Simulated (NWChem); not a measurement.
System: boron trifluoride (BF3); SMILES FB(F)F

Output (shortened):

```
             Northwest Computational Chemistry Package (NWChem) 7.3.0
             --------------------------------------------------------

                             Geometry "geometry" -> ""
                             -------------------------

 Output coordinates in angstroms (scale by  1.889725989 to convert to a.u.)

  No.       Tag          Charge          X              Y              Z
 ---- ---------------- ---------- -------------- -------------- --------------
    1 F                    9.0000     1.25466800    -0.37800100     0.00000000
    2 B                    5.0000     0.00000000     0.00000000     0.00000000
    3 F                    9.0000    -0.95469200    -0.89757400     0.00000000
    4 F                    9.0000    -0.29997600     1.27557500     0.00000000

 Effective nuclear repulsion energy (a.u.)     111.1748161401

  pbe96 is a nonlocal functional; adding pw91lda local functional.
                              NWChem Property Module
                              ----------------------

  itol2e modified to match energy
  convergence criterion.

                                 NWChem DFT Module
                                 -----------------

 Summary of "ao basis" -> "ao basis" (spherical)
 ------------------------------------------------------------------------------
       Tag                 Description            Shells   Functions and Types
 ---------------- ------------------------------  ------  ---------------------
 F                        x2c-svpall-s               8       18   4s3p1d
 B                        x2c-svpall-s               7       17   3s3p1d

  itol2e modified to match energy
  convergence criterion.

            General Information
            -------------------
          SCF calculation type: DFT
          Wavefunction type:  closed shell.
          No. of atoms     :     4
          No. of electrons :    32
           Alpha electrons :    16
            Beta electrons :    16
          Charge           :     0
          Spin multiplicity:     1
          Use of symmetry is: off; symmetry adaption is: off
          Maximum number of iterations: 150
          AO basis - number of functions:    71
                     number of shells:    31
          Convergence on energy requested:  1.00D-07
          Convergence on density requested:  1.00D-05
          Convergence on gradient requested:  5.00D-04

              XC Information
              --------------
          PerdewBurkeErnzerhof Exchange Functional  1.000
            Perdew 1991 LDA Correlation Functional  1.000 local
           PerdewBurkeErnz. Correlation Functional  1.000 non-local

             Grid Information
             ----------------
          Grid used for XC integration:  fine
          Radial quadrature: Mura-Knowles
          Angular quadrature: Lebedev.
          Tag              B.-S. Rad. Rad. Pts. Rad. Cut. Ang. Pts.
          ---              ---------- --------- --------- ---------
          F                   0.50       70           9.0       590
          B                   0.85       70           7.0       590
          Grid pruning is: on
          Number of quadrature shells:   280
          Spatial weights used:  Erf1

      Superposition of Atomic Density Guess
      -------------------------------------

 Sum of atomic energies:        -322.40329315
          Performing ZORA calculations
          ----------------------------

       Generating atomic ZORA corrections
       ----------------------------------

      Superposition of Atomic Density Guess
      -------------------------------------

 Sum of atomic energies:        -322.40329315

      Non-variational initial energy
      ------------------------------

 Total energy =    -323.305073
 1-e energy   =    -670.160096
 2-e energy   =     235.680207
 HOMO         =      -0.630923
 LUMO         =       0.095360

   convergence    iter        energy       DeltaE   RMS-Dens  Diis-err
 ---------------- ----- ----------------- --------- --------- ---------
 d= 0,ls=0.0,diis     1   -324.3235596594 -4.35D+02  1.79D-02  1.10D+00
 d= 0,ls=0.0,diis     2   -324.2328883185  9.07D-02  9.85D-03  2.67D+00
 d= 0,ls=0.0,diis     3   -324.4424457365 -2.10D-01  1.58D-03  3.26D-02
 d= 0,ls=0.0,diis     4   -324.4440276205 -1.58D-03  5.92D-04  4.48D-03
 d= 0,ls=0.0,diis     5   -324.4443525925 -3.25D-04  3.05D-05  8.27D-06
 d= 0,ls=0.0,diis     6   -324.4443532795 -6.87D-07  1.15D-06  2.03D-08
 d= 0,ls=0.0,diis     7   -324.4443532808 -1.27D-09  2.06D-07  8.86D-10

      Commencing ZORA Property Calculations
      -------------------------------------

(nogshift,skip_gshiftAOev,done_Fji)=( 1,F,T)

         Total DFT energy =     -324.444353280786
      One electron energy =     -672.001852869344
           Coulomb energy =      271.631332441020
    Exchange-Corr. energy =      -35.248648992562
 Nuclear repulsion energy =      111.174816140101

       Scaling correction =        0.148293699798

 Numeric. integr. density =       31.999999748053

                       DFT Final Molecular Orbital Analysis
                       ------------------------------------

 Vector   14  Occ=2.000000D+00  E=-3.994636D-01
              MO Center= -7.9D-02, -6.3D-01,  2.3D-08, r^2= 1.7D+00
   Bfn.  Coefficient  Atom+Function         Bfn.  Coefficient  Atom+Function
  ----- ------------  ---------------      ----- ------------  ---------------
    45      0.373628  3 F  pz                48      0.355119  3 F  pz
    10     -0.303408  1 F  pz                13     -0.288378  1 F  pz
    42      0.203919  3 F  pz                 7     -0.165594  1 F  pz
    63     -0.070221  4 F  pz                66     -0.066742  4 F  pz
    34      0.046366  2 B  d  1              60     -0.038325  4 F  pz

 Vector   15  Occ=2.000000D+00  E=-3.994633D-01
              MO Center=  7.9D-02,  6.3D-01, -4.2D-08, r^2= 1.7D+00
   Bfn.  Coefficient  Atom+Function         Bfn.  Coefficient  Atom+Function
  ----- ------------  ---------------      ----- ------------  ---------------
    63      0.390887  4 F  pz                66      0.371524  4 F  pz
    10     -0.256255  1 F  pz                13     -0.243561  1 F  pz
    60      0.213339  4 F  pz                 7     -0.139860  1 F  pz
    45     -0.134630  3 F  pz                48     -0.127961  3 F  pz
    42     -0.073479  3 F  pz                32      0.046366  2 B  d -1

 Vector   16  Occ=2.000000D+00  E=-3.645402D-01
              MO Center=  1.5D-06,  5.1D-06, -1.4D-10, r^2= 2.1D+00
   Bfn.  Coefficient  Atom+Function         Bfn.  Coefficient  Atom+Function
  ----- ------------  ---------------      ----- ------------  ---------------
    61     -0.285705  4 F  px                 9      0.281022  1 F  py
    64     -0.268987  4 F  px                12      0.264578  1 F  py
    44     -0.213832  3 F  py                43      0.201039  3 F  px
    47     -0.201320  3 F  py                46      0.189275  3 F  px
    58     -0.154832  4 F  px                 6      0.152294  1 F  py

[...]

          -----------------------------------------
          Chemical Shielding Tensors (GIAO, in ppm)
          -----------------------------------------

                                NWChem CPHF Module
                                ------------------

  scftype          =     RHF
  nclosed          =       16
  nopen            =        0
  variables        =      880
  # of vectors     =        3
  tolerance        = 0.10D-03
  level shift      = 0.00D+00
  max iterations   =       50
  max subspace     =       30

 SCF residual:    3.5044347140258906E-006

Iterative solution of linear equations
  No. of variables      880
  No. of equations        3
  Maximum subspace       30
        Iterations       50
       Convergence  1.0D-04

   iter   nsub   residual    time
   ----  ------  --------  ---------
     1      3    2.47D-06      32.7

      Atom:    1  F
        Diamagnetic
    485.7153    -13.8298      0.0000
    -13.8298    443.9777     -0.0000
      0.0000     -0.0000    442.2320

        Paramagnetic
   -136.5471    -32.4118      0.0000
    -32.4118   -234.3636     -0.0000
      0.0000     -0.0000    -65.2946

        Total Shielding Tensor
    349.1682    -46.2417      0.0000
    -46.2417    209.6141     -0.0000
      0.0000     -0.0000    376.9375

           isotropic =     311.9066
          anisotropy =      97.5463

          Principal Components and Axis System
                 1           2           3
              376.9375    363.0998    195.6825

      1         0.0000      0.9575      0.2885
      2        -0.0000     -0.2885      0.9575
      3         1.0000     -0.0000      0.0000

      Atom:    2  B
        Diamagnetic
    213.5138      0.0000      0.0000
      0.0000    213.5137     -0.0000
      0.0000     -0.0000    200.8504

        Paramagnetic
   -122.0106     -0.0000     -0.0000
     -0.0000   -122.0105      0.0000
     -0.0000      0.0000   -124.1756

        Total Shielding Tensor
     91.5032     -0.0000     -0.0000
     -0.0000     91.5033      0.0000
     -0.0000      0.0000     76.6748

           isotropic =      86.5604
          anisotropy =       7.4143

          Principal Components and Axis System
                 1           2           3
               91.5033     91.5032     76.6748

      1        -0.2177      0.9760      0.0000
      2         0.9760      0.2177     -0.0000
      3         0.0000     -0.0000      1.0000
```

Level: PBE/x2c-SVPall-s, scalar ZORA without spin-orbit coupling, GIAO. Coordinates come from a PBE0/def2-SVP optimisation. No frequency run checked for a minimum. The printed shielding anisotropy is the first printed principal value minus the mean of the other two.

Question: Reconstruct the input file.

Answer: This is not unique; one that fits is the input that was run:
```
start job
memory heap 200 mb stack 700 mb global 900 mb
geometry units angstroms noautosym nocenter noautoz
  F      1.254668    -0.378001     0.000000
  B      0.000000     0.000000     0.000000
  F     -0.954692    -0.897574     0.000000
  F     -0.299976     1.275575     0.000000
end
basis spherical bse
  * library x2c-svpall-s
end
relativistic
  zora on
  zora:cutoff 1d-30
end
dft
  xc xpbe96 cpbe96
  grid fine
  iterations 150
end
property
  shielding 2 1 2
end
task dft property
```
